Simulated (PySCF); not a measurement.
TaF5, SMILES [F][Ta]([F])([F])([F])[F], multiplicity 1.

The structure is a stationary point at PBE0-D3(BJ)/def2-SVP. The spin state was assumed, not searched. The isomer is the one that the SMILES or the coordinates give; other isomers of the formula were not compared. The def2 effective core potentials stand for the cores of Ta; spin–orbit coupling is left out.

Method: PySCF with ωB97X/def2-TZVP.

Gas-phase values at a fixed geometry.

Task: Estimate the frontier levels, gap, dipole moment and polarisability. (The exact figures need the calculation; the answer reports its results.)

Result: 
- highest occupied level: -14.81 eV
- lowest empty level: -0.28 eV
- orbital gap: 14.54 eV
- dipole moment: 0.00 D
- quadrupole, principal values (traceless, Buckingham form, about the centre of nuclear charge): -5.39, 2.70, 2.70 D·Å
- mean static polarisability: 35.3 bohr³ (5.24 Å³)
- polarisability, principal values: 34.0, 34.0, 38.1 bohr³
